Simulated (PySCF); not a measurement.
**Substituent chemical shifts**

Parent skeleton `[CH:1]1=[CH:2][CH2:3][SiH2:4][CH2:5]1`; one hydrogen on atom 4 is replaced by X. Hydrogens on one atom are averaged.

Theoretical values (PySCF 2.14.0 with density-fitted response routines): PBE0-D3(BJ)/def2-SVP structure, σ from GIAO-PBE0/pcSseg-1. One averaged value for each set of equivalent atoms, no solvent, one computed conformer, non-relativistic.

Shifts are taken against calculated references (same method and geometry level): 13C (184.41 ppm), 29Si (351.99 ppm), 1H (31.27 ppm) vs TMS.

Parent (X = H): C1/C2 140.9, C3/C5 14.7, Si4 -28.2, H(C1)/H(C2) 6.08, H(C3)/H(C5) 1.67, H(Si4) 4.30 ppm. Effects are Δδ = δ(X) − δ(H), positive for deshielding.

**Question.** Give Δδ (ppm) for X = SCH3, allyl, N=CH2, OC2H5.

**Answer.** 
```tsv
X	SMILES	C1/C2	C3/C5	Si4	H(C1)/H(C2)	H(C3)/H(C5)	H(Si4)
SCH3	CS[SiH]1CC=CC1	-0.8	+5.2	+49.2	-0.02	-0.03	+0.76
allyl	C=CC[SiH]1CC=CC1	-0.3	+1.2	+25.9	+0.00	-0.19	+0.15
N=CH2	C=N[SiH]1CC=CC1	-0.3	+4.7	+47.8	+0.05	+0.03	+0.67
OC2H5	CCO[SiH]1CC=CC1	-0.6	+3.7	+50.3	+0.02	-0.19	+0.97
```

**Question.** Which position responds most, and to which substituents?

**Answer.** Si4: from +25.9 ppm with allyl to +50.3 ppm with OC2H5.
